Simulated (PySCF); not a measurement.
# TDDFT excited states: Cl2H2SSi

Compound: Cl2HSi(SH), Cl₂H₂SSi.
SMILES: `S[SiH](Cl)Cl`

Method used: TDDFT wB97X-D/def2-SVPD, vertical, gas phase, core orbitals frozen in the response (PySCF). The structure is a single PBE0-D3(BJ)/def2-SVP conformer in the gas phase; no vibrational or solvent corrections. Torsions of this conformer, `[SH:1][SiH:2]([Cl:3])[Cl:4]`: H–S1–Si2–Cl3 180°.

Question: List the vertical singlet excitations with oscillator strengths and describe the spectrum.

Answer: 

```
state  λ (nm)  E (eV)       f  |μ| (D)   main configurations (H = HOMO, L = LUMO)
   S1   198.8    6.24  0.0024     0.32                     H→L (62%), H→L+1 (26%)
   S2   181.2    6.84   0.043     1.29        H→L+1 (48%), H→L (23%), H→L+2 (21%)
   S3   178.6    6.94  0.0009     0.18      H→L+2 (64%), H→L+1 (14%), H→L+3 (11%)
   S4   165.2    7.50   0.022     0.87                   H→L+3 (59%), H-1→L (13%)
   S5   157.1    7.89  0.0065     0.46               H-1→L+2 (62%), H-1→L+1 (22%)
   S6   156.3    7.93   0.067     1.49                 H-1→L (56%), H-1→L+3 (13%)
   S7   153.3    8.09   0.016     0.73                                H-2→L (56%)
   S8   149.7    8.28   0.035     1.06   H→L+4 (39%), H-2→L+2 (14%), H-2→L+1 (9%)
   S9   149.1    8.32   0.030     0.98    H-2→L+2 (25%), H-2→L (16%), H→L+4 (14%)
  S10   148.1    8.37  0.0040     0.36  H-1→L+1 (43%), H-1→L+2 (20%), H→L+4 (12%)
```

Triplets, Tamm–Dancoff:

```csv
state,E (eV),λ (nm),"main configurations (H = HOMO, L = LUMO)"
T1,5.86,211.4,"H→L (61%), H→L+1 (23%)"
T2,6.35,195.4,"H→L+1 (48%), H→L (25%), H→L+2 (11%)"
T3,6.83,181.6,"H→L+2 (66%), H→L+3 (15%), H→L+1 (10%)"
T4,7.02,176.6,"H→L+3 (47%), H-1→L (20%)"
```

The lowest singlet comes at 199 nm (602 kJ/mol) in the vacuum ultraviolet; it is very weak; its leading configuration is HOMO→LUMO (62%). The strongest level in the table is S6 at 7.93 eV (156 nm, f = 0.067). Löwdin shares by element: HOMO sulfur 77%, silicon 8%, chlorine 6% or more, hydrogen 6% or more; LUMO sulfur 37%, chlorine 23% or more, silicon 20%, hydrogen 9% or more. The listed states span 2.14 eV, and the widest gap between neighbours is 0.60 eV (S1 to S2). Orbital energies (eV): HOMO-3 -11.78, HOMO-2 -11.45, HOMO-1 -11.13, HOMO -10.02, LUMO 1.30, LUMO+1 1.46, LUMO+2 1.53. Weighted by f, the mean energy of these states is 7.79 eV. The vertical ionisation energy (ΔSCF) is 10.50 eV, 2.13 eV above S10. Singlets were solved by full linear response, triplets in the Tamm–Dancoff approximation.
